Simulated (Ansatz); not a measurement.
Se(SH)(GeH3) (GeH4SSe), SMILES S[Se][GeH3].

Geometry: PBE-D3(BJ)/def2-SVP. This is a generated structure with no PubChem entry under its InChIKey; it may be hypothetical. Other conformers were not sampled.

Two levels are set side by side: PBE/def2-SVPD (Ansatz, a quantum-chemistry and plane-wave program) and CAM-B3LYP/def2-SVPD (Ansatz). Energy differences of separate SCF runs at the same geometry; the states with an electron removed or added have multiplicity 2 and 2. Differences are taken from unrounded values.

```
quantity                           CAM-B3LYP
---------------------------------  ---------
vertical ionisation energy (eV)         9.14
vertical singlet–triplet gap (eV)       3.30
```

Q: What does PBE give, and how far is it from CAM-B3LYP? (An estimate is asked for; the answer gives what the named calculation found.)

A: 
```csv
quantity,PBE,PBE minus CAM-B3LYP
vertical ionisation energy (eV),8.87,-0.26
vertical singlet–triplet gap (eV),3.05,-0.26
```
